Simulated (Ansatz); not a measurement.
Ansatz (a first-principles code) input file for C9H6N4, SMILES C1=CC2=NC=CC3=NC=NC(=C1)N23, CAM-B3LYP/def2-SVPD. Coordinates come from a B3LYP-D3(BJ)/def2-SVP optimisation.

Ansatz 0.2 input:
```yaml
crystal:
  periodic: [false, false, false]
  atoms:
    - {symbol: C, position_ang: [-0.72292510, -2.66547051, 0.00000000]}
    - {symbol: C, position_ang: [-1.70438096, -1.69223432, 0.00000000]}
    - {symbol: C, position_ang: [-1.36249392, -0.32140253, 0.00000000]}
    - {symbol: N, position_ang: [-2.31237242, 0.62211573, 0.00000000]}
    - {symbol: C, position_ang: [-1.93863408, 1.89872721, 0.00000000]}
    - {symbol: C, position_ang: [-0.61747985, 2.32290047, 0.00000000]}
    - {symbol: C, position_ang: [0.40929993, 1.36151484, 0.00000000]}
    - {symbol: N, position_ang: [1.70380537, 1.68795376, 0.00000000]}
    - {symbol: C, position_ang: [2.58209309, 0.68059716, 0.00000000]}
    - {symbol: N, position_ang: [2.31937269, -0.60892546, 0.00000000]}
    - {symbol: C, position_ang: [1.01428123, -0.97706000, 0.00000000]}
    - {symbol: C, position_ang: [0.63120369, -2.31736442, 0.00000000]}
    - {symbol: N, position_ang: [0.00790560, 0.00998932, 0.00000000]}
    - {symbol: H, position_ang: [-1.00736440, -3.72031778, 0.00000000]}
    - {symbol: H, position_ang: [-2.76852341, -1.92118262, 0.00000000]}
    - {symbol: H, position_ang: [-2.74738282, 2.63894675, 0.00000000]}
    - {symbol: H, position_ang: [-0.32756388, 3.37166068, 0.00000000]}
    - {symbol: H, position_ang: [3.64197812, 0.96600520, 0.00000000]}
    - {symbol: H, position_ang: [1.43209361, -3.05429311, 0.00000000]}
basis:
  gaussian:
    orbitals: def2-SVPD
hamiltonian:
  xc: {name: CAM-B3LYP}
```

Output:

```
WARN ansatz: RAYON_NUM_THREADS=2 ignored (pool sized by the plan → 2); use --threads N
Functional definition: CAM-B3LYP
integrals: 0.59 GiB planned
2605 factors; their error is unknown
integrals: 0.61 GiB planned
889 factors; integrals over basis functions are off by at most 1.1e-5 eV
mean field: 3.20 GiB planned
mean field evaluation 1: about -15362.8582 eV, gradient 6.4e1 eV
mean field evaluation 2: about -15362.9207 eV, gradient 6.7e1 eV
mean field evaluation 4: about -15371.8246 eV, gradient 4.2e0 eV
mean field evaluation 8: about -15371.8635 eV, gradient 1.3e-1 eV
mean field evaluation 16: about -15371.7492 eV, gradient 1.1e-3 eV
mean field -15371.74923161 eV, -564.9013649158 hartree, gradient 1.8e-5 eV, S^2 0.000000; 0 other end points of the search recorded, 0 dependent functions left out
reference -15371.74939996 eV, -564.9013711024 hartree; 44, 44 occupied and 264, 264 virtual orbitals, 2605 factors
Total energy: -15371.74939996 eV, -564.9013711024 hartree
```

The run converged.

Cost: about 30 core-seconds (a rough figure).
